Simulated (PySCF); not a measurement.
germanium monoxide (GeO), SMILES [O]=[Ge] (connectivity only; charge and spin as stated), neutral, multiplicity 1. Atoms are numbered in the order given.

```xyz
2

Ge     0.0000     0.0000    -0.3258
O      0.0000     0.0000     1.3031
```

Geometry: r2SCAN-D4/def2-TZVPD.

Computed with KT2/pcSseg-2 (PySCF).

GIAO shieldings, no solvent; atoms alike by connectivity are averaged. δ = σ(ref) − σ: ⁷³Ge against GeH4 (σ = 1672.1 ppm); ¹⁷O against H2O (σ = 324.0 ppm), references at their B3LYP-D3(BJ)/def2-TZVP geometries, non-relativistic.

Computed chemical shifts:
```
nucleus  atoms  count  δ (ppm)
-------  -----  -----  -------
⁷³Ge       Ge1      1    641.0
¹⁷O         O2      1    719.2
```
